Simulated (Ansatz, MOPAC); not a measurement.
Molecule: CH₂N, net charge 0, doublet state. SMILES: C=[N]

Atoms: N1, C2, H3, H4. Bonds: N1-C2, C2-H3, C2-H4.

Bond lengths (Å) and angles (degrees) optimised at PM3 with MOPAC; PM7 with MOPAC; MNDO with MOPAC; HF/6-31G* with Ansatz (a first-principles code), each started from the B3LYP-D3(BJ)/def2-TZVP structure (Ansatz) of the last column. A row stands for all coordinates that are equal there. 6-31G* holds six Cartesian d functions. No wavenumbers were computed at MNDO, so these may be saddle points.

| coordinate | PM3 | PM7 | MNDO | HF/6-31G* | B3LYP-D3(BJ)/def2-TZVP |
|---|---|---|---|---|---|
| N1-C2 | 1.248 | 1.250 | 1.266 | 1.260 | 1.238 |
| C2-H3 | 1.091 | 1.099 | 1.099 | 1.082 | 1.098 |
| N1-C2-H3 | 121.5 | 124.0 | 123.1 | 120.8 | 121.6 |
| H3-C2-H4 | 117.0 | 112.0 | 113.8 | 118.3 | 116.8 |

Mean signed difference of all 3 bond lengths from B3LYP-D3(BJ)/def2-TZVP: PM3 -0.001 Å, PM7 0.005 Å, MNDO 0.010 Å, HF/6-31G* -0.003 Å.
